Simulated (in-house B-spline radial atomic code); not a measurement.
## The strontium ion Sr³⁺: [Ar] 3d10 4s2 4p5

Computed with a B-spline radial code for spherical atoms: Dirac-Kohn-Sham AM05, spherical fractional occupations, Fermi nucleus of rms radius 4.224 fm.

Effective charges: Z_r = [3n² - l(l+1)]/(2<r>) from the radius, Z_e = n√(-2ε) from the energy, and Slater's rules. Values are occupation-weighted means over j. An effective charge above Z reflects the relativistic contraction of the inner shells.

| shell | electrons | ε (eV) | <r> (bohr) | Z_r | Z_e | Slater |
| --- | --- | --- | --- | --- | --- | --- |
| 1s | 2 | -15939 | 0.0392 | 38.27 | 34.23 | 37.70 |
| 2s | 2 | -2184.7 | 0.1724 | 34.81 | 25.34 | 33.85 |
| 2p | 6 | -1946.5 | 0.1504 | 33.25 | 23.92 | 33.85 |
| 3s | 2 | -363 | 0.4924 | 27.42 | 15.50 | 26.75 |
| 3p | 6 | -286 | 0.4985 | 25.08 | 13.75 | 26.75 |
| 3d | 10 | -158.24 | 0.4976 | 21.10 | 10.23 | 16.85 |
| 4s | 2 | -68.973 | 1.325 | 18.12 | 9.01 | 10.60 |
| 4p | 5 | -50.165 | 1.49 | 15.44 | 7.68 | 10.60 |

The least bound orbital is 4p3/2 at -49.73 eV, and it is also the most diffuse (<r> = 1.499 bohr).

Spin-orbit splittings of the orbital energies (j = l + 1/2 above j = l - 1/2 when positive): 2p 68.26 eV, 3p 10.49 eV, 3d 1.836 eV, 4p 1.301 eV.

For the 1s electron the small component carries 1.9 % of the norm, the zero-frequency Breit interaction raises the level by 28.02 eV, self-energy by 15.02 eV, and vacuum polarisation lowers it by 1.619 eV.
